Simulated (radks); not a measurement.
Fractional charge and spin in the 6s shell of barium: the spin-up occupation runs from 0 to 1 and the spin-down occupation from 0 to 1; the fullest corner is Ba, [Xe] 6s(up 1, down 1). Method: scalar-relativistic Kohn-Sham, LDA (Slater exchange, Perdew-Wang correlation), spin-polarised, spherical densities, point nucleus; computed with a radial shooting solver on a logarithmic mesh with Libxc functionals. Energy (eV) above the fullest corner. The planes named below are the two flat planes that join the four corners, with an edge along up + down = one added electron.

| down \ up | 0 | 0.25 | 0.5 | 0.75 | 1 |
|---|---|---|---|---|---|
| 0 | 15.705 | 12.718 | 9.990 | 7.543 | 5.384 |
| 0.25 | 12.718 | 10.040 | 7.631 | 5.501 | 3.653 |
| 0.5 | 9.990 | 7.631 | 5.539 | 3.721 | 2.178 |
| 0.75 | 7.543 | 5.501 | 3.721 | 2.209 | 0.962 |
| 1 | 5.384 | 3.653 | 2.178 | 0.962 | 0.000 |

Corners above the fullest one (they belong to Ba+ and the next ion): (up 1, down 0) 5.384 eV, (up 0, down 1) 5.384 eV, (up 0, down 0) 15.705 eV. With half an added electron in each spin the energy lies 0.155 eV from the planes (fractional-spin error, the static-correlation error of a stretched bond), and with half an added electron in spin up alone -0.554 eV (fractional-charge error). For a frontier s shell over closed shells the exact functional lies on the planes.
